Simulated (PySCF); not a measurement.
Cl₄H₂Si₂, SMILES Cl[Si]([SiH2]Cl)(Cl)Cl.

Geometry: ωB97X-D3(BJ)/def2-SVP. The values are those of a single conformer.

The numbers are results of PBE/def2-TZVP run with PySCF, not measurements.

Symmetry labels are those of the subgroup Cs that the program uses (full group Cs).

Computed valence orbital energies around the gap with their symmetry:
```json
[
 {"orbital": "HOMO−7", "symmetry": "A\"", "energy (eV)": "-8.87"},
 {"orbital": "HOMO−6", "symmetry": "A'", "energy (eV)": "-8.86"},
 {"orbital": "HOMO−5", "symmetry": "A'", "energy (eV)": "-8.58"},
 {"orbital": "HOMO−4", "symmetry": "A\"", "energy (eV)": "-8.30"},
 {"orbital": "HOMO−3", "symmetry": "A'", "energy (eV)": "-8.29"},
 {"orbital": "HOMO−2", "symmetry": "A\"", "energy (eV)": "-8.00"},
 {"orbital": "HOMO−1", "symmetry": "A\"", "energy (eV)": "-7.94"},
 {"orbital": "HOMO", "symmetry": "A'", "energy (eV)": "-7.28"},
 {"orbital": "LUMO", "symmetry": "A'", "energy (eV)": "-2.01"},
 {"orbital": "LUMO+1", "symmetry": "A\"", "energy (eV)": "-1.51"},
 {"orbital": "LUMO+2", "symmetry": "A'", "energy (eV)": "-1.40"},
 {"orbital": "LUMO+3", "symmetry": "A'", "energy (eV)": "-0.21"}
]
```
